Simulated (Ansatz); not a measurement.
One change: `O[SiH2][SiH2][SiH2]Cl` becomes `[AlH2][SiH2][SiH2]Cl`.

Ansatz, PBE0-D4/def2-TZVP geometries, multiplicity 1. Each molecule was computed in one conformer, which needn't be the lowest.

```csv
property,`O[SiH2][SiH2][SiH2]Cl`
HOMO energy (PBE0/def2-TZVPP) / eV,-7.74
size of the dipole moment (PBE/def2-TZVPP) / D,1.58
HOMO energy (ωB97M-V/def2-TZVPP) / eV,-9.73
HOMO energy (B3LYP/def2-TZVPP) / eV,-7.54
LUMO energy (ωB97M-V/def2-TZVPP) / eV,0.58
HOMO–LUMO gap (ωB97M-V/def2-TZVPP) / eV,10.31
```

(1) What does the change do to each property? (Estimate.)

## Answers

(1) Computed: 
```
                                      property  `[AlH2][SiH2][SiH2]Cl`  shift
            HOMO energy (PBE0/def2-TZVPP) / eV                   -7.21   0.53
size of the dipole moment (PBE/def2-TZVPP) / D                    1.95   0.37
         HOMO energy (ωB97M-V/def2-TZVPP) / eV                   -9.16   0.57
           HOMO energy (B3LYP/def2-TZVPP) / eV                   -7.02   0.52
         LUMO energy (ωB97M-V/def2-TZVPP) / eV                    0.30  -0.28
       HOMO–LUMO gap (ωB97M-V/def2-TZVPP) / eV                    9.46  -0.85
```

With PBE0 the HOMO rises by 0.53 eV and the LUMO falls by 0.23 eV, so the gap narrows by about 0.76 eV. PBE moves the HOMO by 0.36 eV and ωB97M-V by 0.57 eV. Dipoles are sizes alone; their direction can turn.

B3LYP here is the variant with VWN-RPA as its local correlation; programs differ in this.
